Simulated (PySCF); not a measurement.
Compound: C5H11NOSi2.
Numbering: `[CH3:1]/[CH:2]=[CH:3]\[Si@@H:4]1[NH:5][SiH2:6][CH2:7][C:8]1=[O:9]`

NICS is the negative of the GIAO shielding at a point without a nucleus: at the ring centre (0) and 1 Å above and below it (1); zz is the component along the ring normal. Level: GIAO PBE0/pcSseg-1 (PySCF, non-relativistic, gas phase) on the GFN2-xTB geometry, one conformer.

Ring bond lengths (Å), with Mayer bond orders in brackets: Si4–N5 1.742 (0.94), N5–Si6 1.731 (0.98), Si6–C7 1.901 (0.88), C7–C8 1.501 (0.98), C8–Si4 1.924 (0.79).

**Question.** Give the NICS values of each ring in ppm.

**Answer.** 
```
            ring                                                      type  NICS(0)  NICS(1), two faces  NICS(1)zz, two faces  rms pucker (Å)  centre to ring atoms, mean (Å)
Si4–N5–Si6–C7–C8  5-membered ring with N and 2 Si; formal bonds all single      0.8         -2.0 / -0.1            -3.1 / 4.4            0.16                            1.48
```

**Question.** What do they say, and how far can they be read as aromaticity?

**Answer.** 
- Si4–N5–Si6–C7–C8: mean NICS(1)zz 0.6 ppm, near zero. Si4, Si6, C7 have four or more neighbours, so the value isn't read as a sign of a π ring current. The two faces differ by 7.5 ppm, so no symmetry operation interchanges them.

**Question.** At the second NICS(1) probe listed for ring Si4–N5–Si6–C7–C8, 1 Å off the ring, what do the in-plane components average?

**Answer.** The isotropic value is a third of the trace: (3 × -0.1 − (4.4))/2 = -2.4 ppm.

Time: 85 s of wall time; peak memory 0.93 GiB. Hardware: an Arm Neoverse N1 with one thread (shared host). This is the whole shielding run at PBE0/pcSseg-1, SCF included.
